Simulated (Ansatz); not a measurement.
CH5Ga (SMILES [CH3][GaH2]) moved off its minimum; all values from Ansatz (a program for electronic structure), cores frozen in correlated methods.
(charge 0, multiplicity 1)
```xyz
7

Ga     0.0192    -0.2387    -0.4399
H     -1.2490    -0.3830    -1.1677
H      1.3262    -0.7804    -0.9636
C      0.0304     0.6803     1.3903
H     -0.0977     1.7365     1.1643
H      0.7953     0.5863     2.0370
H     -0.8798     0.4393     1.9205
```

Forces at wB97M-V/def2-TZVPP (eV/Å):

```csv
atom,Fx,Fy,Fz
Ga1,0.903,0.669,2.270
H2,-1.363,-0.067,-0.782
H3,0.736,-0.292,-0.419
C4,-2.904,0.173,-2.983
H5,0.117,0.318,-0.072
H6,2.882,-0.539,1.856
H7,-0.370,-0.262,0.130
```

Question: Give the forces (eV/Å), the total energy and the dipole at CCSD(T)/cc-pVTZ.

Answer: 
| atom | Fx | Fy | Fz |
|---|---|---|---|
| Ga1 | 0.946 | 0.710 | 2.348 |
| H2 | -1.797 | -0.119 | -1.040 |
| H3 | 1.127 | -0.459 | -0.590 |
| C4 | -2.882 | 0.249 | -2.782 |
| H5 | 0.109 | 0.416 | -0.071 |
| H6 | 2.939 | -0.526 | 1.940 |
| H7 | -0.443 | -0.272 | 0.194 |
Energy -1964.3548 hartree, dipole 0.28 D.
